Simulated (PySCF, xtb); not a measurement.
Si(NMe2)(SiH3) (C₂H₉NSi₂), SMILES CN(C)[Si][SiH3] (connectivity only; charge and spin as stated), neutral, multiplicity 1.

GFN2-xTB (xtb) at its own geometry gives an orbital gap of 2.06 eV and a dipole moment of 2.38 D.

Geometry: ωB97X-D3(BJ)/def2-SVP. One conformer was computed; it need not be the lowest.

What does PBE/def2-TZVP in PySCF give? (The exact figures need the calculation; the answer reports its results.)

gap 2.19 eV (levels -4.89 and -2.70 eV), dipole 2.81 D.
